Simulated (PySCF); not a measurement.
**Magnetisability: `C/N=C\c1nsnc1Cl`, C4H4ClN3S**

Molfile (atoms numbered from 1):
```
C4H4ClN3S
     RDKit          3D

 13 13  0  0  0  0  0  0  0  0999 V2000
    2.2444    0.1683   -0.0310 C   0  0  0  0  0  0  0  0  0  0  0  0
    1.4694   -1.0254   -0.0883 N   0  0  0  0  0  0  0  0  0  0  0  0
    0.2109   -1.0525   -0.0878 C   0  0  0  0  0  0  0  0  0  0  0  0
   -0.7657    0.0314   -0.0204 C   0  0  0  0  0  0  0  0  0  0  0  0
   -0.4969    1.3226   -0.0593 N   0  0  0  0  0  0  0  0  0  0  0  0
   -1.8646    2.1838    0.0492 S   0  0  0  0  0  0  0  0  0  0  0  0
   -2.8760    0.9233    0.1526 N   0  0  0  0  0  0  0  0  0  0  0  0
   -2.1767   -0.1845    0.1030 C   0  0  0  0  0  0  0  0  0  0  0  0
   -2.9392   -1.6951    0.1912 Cl  0  0  0  0  0  0  0  0  0  0  0  0
    1.6738    1.0727    0.1925 H   0  0  0  0  0  0  0  0  0  0  0  0
    2.7369    0.2815   -0.9987 H   0  0  0  0  0  0  0  0  0  0  0  0
    3.0265    0.0106    0.7136 H   0  0  0  0  0  0  0  0  0  0  0  0
   -0.2471   -2.0363   -0.1342 H   0  0  0  0  0  0  0  0  0  0  0  0
  1  2  1  0
  2  3  2  0
  3  4  1  0
  4  5  2  0
  5  6  1  0
  6  7  1  0
  7  8  2  0
  8  9  1  0
  8  4  1  0
  1 10  1  0
  1 11  1  0
  1 12  1  0
  3 13  1  0
M  END
```

Method: GIAO HF/pcSseg-1 magnetisability, rotational g tensor and spin-rotation constants, non-relativistic, gas phase (PySCF). Geometry: GFN2-xTB.

Q: How diamagnetic is it, and how anisotropic?

A: Isotropic -1357 × 10⁻³⁰ J/T², or -81.7 × 10⁻⁶ cm³/mol; principal values -2000, -1088, -982 × 10⁻³⁰ J/T², anisotropy 969 × 10⁻³⁰ J/T² (root of half the summed squared differences of the principal values). The susceptibility is in cgs units.

Q: Split it along the inertial axes a, b, c into diamagnetic and paramagnetic parts about the centre of mass, with the quadrupole moment.

A: 
```tsv
axis	χ (10⁻⁶ cm³/mol)	diamagnetic (10⁻⁶ cm³/mol)	paramagnetic (10⁻⁶ cm³/mol)	summed x² of all electrons (Å²)	quadrupole Θ (D Å)
a	-61.2	-813.5	752.3	279.1	-5.86
b	-63.5	-1250.2	1186.7	176.1	+3.64
c	-120.4	-1931.1	1810.7	15.6	+2.22
```
Anisotropies 2χaa − χbb − χcc = +61.6 and 2χbb − χaa − χcc = +54.5 × 10⁻⁶ cm³/mol. Θ is traceless in Buckingham's convention.

Q: And the rotational g tensor?

A: 
| axis | rotational constant (GHz) | g | nuclear part | electronic part |
| --- | --- | --- | --- | --- |
| a | 1.5588 | -0.0408 | 0.5101 | -0.5509 |
| b | 1.0275 | -0.0284 | 0.5444 | -0.5728 |
| c | 0.6222 | -0.0004 | 0.5289 | -0.5293 |

Asymmetric top; isotopes 12C, 35Cl, 1H, 14N, 32S; no vibrational averaging.
